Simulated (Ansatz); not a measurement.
System: BNH3, charge 1, singlet. BNH3+ (parent SMILES [BH]N, singlet).
B3LYP-D3(BJ)/def2-TZVP minimum from Ansatz (an electronic-structure program):
```xyz
5

B      0.7782    -0.0947    -0.0152
N     -0.5234     0.0637     0.0102
H      1.9379    -0.2359    -0.0377
H     -0.9781     0.9707     0.1288
H     -1.1866    -0.7071    -0.0866
```
Charge +1, spin multiplicity 1.

Total energies in aug-cc-pVDZ, 10 correlated electrons, 2 frozen orbitals. Open shells are spin-unrestricted; no spin-orbit coupling. Cores are frozen in correlated methods. No relativity. The spin of H3BN+ (parent SMILES [BH]N, singlet) was assumed, and the state is the lowest solution found for it.

```json
[
 {"method": "HF", "program": "Ansatz", "energy (Eh)": "-80.62712", "minus CCSDT(Q) (mEh)": "267.60"},
 {"method": "MP2", "program": "Ansatz", "energy (Eh)": "-80.86451", "minus CCSDT(Q) (mEh)": "30.20"},
 {"method": "CCSD", "program": "Ansatz", "energy (Eh)": "-80.88608", "minus CCSDT(Q) (mEh)": "8.63"},
 {"method": "CCSD(T)", "program": "Ansatz", "energy (Eh)": "-80.89366", "minus CCSDT(Q) (mEh)": "1.06"},
 {"method": "CCSDT(Q)", "program": "Ansatz", "energy (Eh)": "-80.89472", "minus CCSDT(Q) (mEh)": "0.00"}
]
```

Rough core times of Ansatz's runs on a shared machine: CCSD(T) under 20 s, CCSDT(Q) 40 s.
